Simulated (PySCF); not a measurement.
## Two-component Hartree-Fock for Te³⁴⁺ (tellurium, charge +34)

Start: [Ar]. Calculated with PySCF 2.14 in an even-tempered Gaussian basis (18 s from 2.1 bohr⁻², ratio 2.6; 14 p from 2.8 bohr⁻², ratio 2.6; 6 d from 2.8 bohr⁻², ratio 2.8; 3 f from 50 bohr⁻², ratio 2.8): generalised Hartree-Fock with the X2C-1e Hamiltonian and a Gaussian nucleus; spin-orbit coupling (SO) screened by Boettger's factors.

| spinor shell | electrons | ε, screened SO (eV) | weight of nominal j (screened SO) | rms radius, screened SO (bohr) |
| --- | --- | --- | --- | --- |
| 1s1/2 | 2 | -33778.8 | 1.000 | 0.0318 |
| 2s1/2 | 2 | -6758.0 | 1.000 | 0.128 |
| 2p1/2 | 2 | -6444.4 | 1.000 | 0.110 |
| 2p3/2 | 4 | -6162.5 | 1.000 | 0.115 |
| 3s1/2 | 2 | -2504.1 | 1.000 | 0.314 |
| 3p1/2 | 2 | -2377.1 | 1.000 | 0.303 |

Q: Where does 3p3/2 lie, and what is the 3p spin-orbit splitting (screened SO)?

A: At -2310.5 eV, 66.562 eV above 3p1/2.

| quantity | screened SO |
| --- | --- |
| E (hartree) | -5909.31444 |
| M_J | 0 |
| ⟨J²⟩ | 0.000 |
| ⟨L²⟩ | 0.012 |
| ⟨S²⟩ | 0.012 |

Breit and QED terms are absent; they matter most for the inner s and p1/2 levels.

Densities and radii are taken from the X2C orbitals without a picture-change correction, which distorts them close to the nucleus.
